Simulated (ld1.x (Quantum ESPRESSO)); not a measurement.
# An all-electron radial function and its pseudo partner (Kr (Z = 36))

Columns: radius, all-electron u(r) and pseudo u(r) of the 4p shell (level -9.25 eV) of krypton in the configuration [Ar] 3d10 4s2 4p6; PBE, scalar-relativistic, ultrasoft scheme, ld1.x (Quantum ESPRESSO) 7.5.

| r (bohr) | all-electron | pseudo |
| --- | --- | --- |
| 0.090 | 0.2235 | 0.0090 |
| 0.180 | 0.0448 | 0.0353 |
| 0.270 | -0.2220 | 0.0774 |
| 0.360 | -0.3531 | 0.1329 |
| 0.450 | -0.3386 | 0.1987 |
| 0.540 | -0.2296 | 0.2712 |
| 0.630 | -0.0755 | 0.3468 |
| 0.720 | 0.0900 | 0.4220 |
| 0.810 | 0.2473 | 0.4939 |
| 0.900 | 0.3861 | 0.5599 |
| 0.990 | 0.5025 | 0.6184 |
| 1.080 | 0.5960 | 0.6682 |
| 1.170 | 0.6679 | 0.7088 |
| 1.260 | 0.7201 | 0.7404 |
| 1.350 | 0.7550 | 0.7630 |
| 1.440 | 0.7752 | 0.7772 |
| 1.530 | 0.7830 | 0.7832 |
| 1.620 | 0.7808 | 0.7808 |
| 1.710 | 0.7705 | 0.7705 |
| 1.800 | 0.7540 | 0.7540 |
| 1.890 | 0.7328 | 0.7328 |
| 1.980 | 0.7080 | 0.7080 |
| 2.070 | 0.6807 | 0.6807 |
| 2.160 | 0.6518 | 0.6518 |
| 2.250 | 0.6220 | 0.6220 |
| 2.340 | 0.5917 | 0.5917 |

Q: How many radial nodes do the two functions have?

A: The all-electron 4p function has n − l − 1 = 2; the pseudo-wave has 0, since the states of the same l below it are removed with the core.

Q: At about which radius was the pseudo-wave matched?

A: 1.60 bohr, where the columns begin to agree (steps of 0.09 bohr).

Q: Is the pseudo-wave norm-conserving?

A: No, it belongs to an ultrasoft set: the norm inside the radius is not constrained, and the difference is carried by the augmentation charge.
